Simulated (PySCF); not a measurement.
How methods differ on the excitation energy of Er⁺

Er⁺ [Xe] 4f12 6s1 (high-spin determinant) → Er⁺ [Xe] 4f11 6s2 (high-spin determinant), as a difference of total energies. Calculation: PySCF 2.14, in cc-pVDZ-X2C (8s7p5d3f1g, 84 functions); the spin-free X2C one-electron Hamiltonian (Gaussian nucleus). Correlated levels: valence: [Kr] 4d10 frozen; valence and next inner shell: [Ar] 3d10 frozen. The calculations carry no spin-orbit coupling.

```tsv
method	excitation energy (eV)
UHF	-1.765
LDA	2.540
PBE	2.191
PBE0	1.329
r2SCAN	1.546
MP2 (valence)	1.536
SCS-MP2 (valence)	0.985
MP2 (valence and next inner shell)	1.899
SCS-MP2 (valence and next inner shell)	1.234
```

Task: How much does correlation contribute at MP2 (valence and next inner shell)?

Result: 1.899 − (-1.765) = 3.664 eV, measured against UHF.

A first-order spin-orbit estimate (lowest level to lowest level, LS coupling) adds -0.212 eV.

The determinant of the upper state and of the lower state mixes LS terms, which raises its energy above the lowest term, most at the Hartree-Fock and MP2 levels.
